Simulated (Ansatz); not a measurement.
The input (input.yaml):

```yaml
crystal:
  lattice:
    - [0.0, 5.43, 5.43]
    - [5.43, 0.0, 5.43]
    - [5.43, 5.43, 0.0]
  atoms:
    - { symbol: Si, position: [-7.193e-05, 1.881e-05, -2.809e-05] }
    - { symbol: Si, position: [0.12435147, 0.12389272, 0.12409354] }
    - { symbol: Si, position: [0.0024592, 0.00185351, 0.49793512] }
    - { symbol: Si, position: [0.12454858, 0.12407027, 0.62751115] }
    - { symbol: Si, position: [0.00244785, 0.4977387, 0.00215669] }
    - { symbol: Si, position: [0.124448, 0.62757782, 0.12418642] }
    - { symbol: Si, position: [0.00249627, 0.49795203, 0.49805037] }
    - { symbol: Si, position: [0.13320176, 0.62227981, 0.62237761] }
    - { symbol: Si, position: [0.49818472, 0.00181776, 0.0021365] }
    - { symbol: Si, position: [0.62744747, 0.12418088, 0.12439993] }
    - { symbol: Si, position: [0.49841611, 0.00185144, 0.49828281] }
    - { symbol: Si, position: [0.62301149, 0.13148679, 0.6229031] }
    - { symbol: Si, position: [0.49830311, 0.4980693, 0.00217215] }
    - { symbol: Si, position: [0.62274416, 0.62253338, 0.13234813] }
    - { symbol: Si, position: [0.50125011, 0.49962875, 0.50044298] }
    - { symbol: Si, position: [0.62329833, 0.62303881, 0.62317972] }
    - { symbol: Li, position: [0.75301441, 0.74900453, 0.75083486] }
total_charge: 1
basis:
  ecutwfc: 420.0
kpoints:
  mp_grid: { grid: [2, 2, 2] }
hamiltonian:
  xc: pbe
  pseudopotentials: { kind: paw, azcp: { folder: soft_1 } }
scf:
  occupations: { method: fermi_dirac, width: 0.02 }
  lower_state_search: "off"
md:
  timestep: 1
  n_steps: 180
  ensemble: nvt_langevin
  temperature: 1200.0
  initial_velocities: maxwell_boltzmann
  seed: 268001
  friction: 0.005
```

Command:

```bash
$ ansatz run input.yaml --threads 1 --pin off --max-ram 3072MiB --backend cpu --events-out ev --progress --plain --runs-dir out
```

Hardware: 1 thread of Arm Neoverse V2, with other jobs on the host.

Problem. Roughly how long does this run take, and how much memory?

Solution. 14 min, with a peak of 0.65 GiB, for 181 ionic steps.
